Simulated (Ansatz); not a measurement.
H2Mg (SMILES [MgH2]) moved off its minimum; all values from Ansatz (an electronic-structure program), cores frozen in correlated methods.
(charge 0, multiplicity 1)
```xyz
3

Mg     0.05659    -0.01554     0.01779
H      0.08989    -0.04346    -1.68774
H     -0.03061    -0.00799     1.76230
```

```csv
level,largest force (eV/Å),on atom,rms difference from CCSD(T)/def2-TZVPPD (eV/Å),dipole (D)
HF/def2-TZVPP,0.37,H3,0.017,0.17
PBE/def2-TZVPP,0.34,Mg1,0.030,0.15
r2SCAN/def2-TZVPP,0.35,H3,0.009,0.16
B3LYP/def2-TZVPP,0.41,H3,0.038,0.15
wB97M-V/def2-TZVPP,0.46,H3,0.061,0.16
MP2/def2-TZVPPD,0.40,H3,0.030,0.17
CCSD(T)/def2-TZVPPD,0.35,Mg1,0.000,0.16
```

The differences count from one level among others, with limits of its own. Forces at CCSD(T)/def2-TZVPPD (eV/Å):

```csv
atom,Fx,Fy,Fz
Mg1,-0.050,-0.012,0.345
H2,0.017,0.006,-0.017
H3,0.033,0.005,-0.328
```
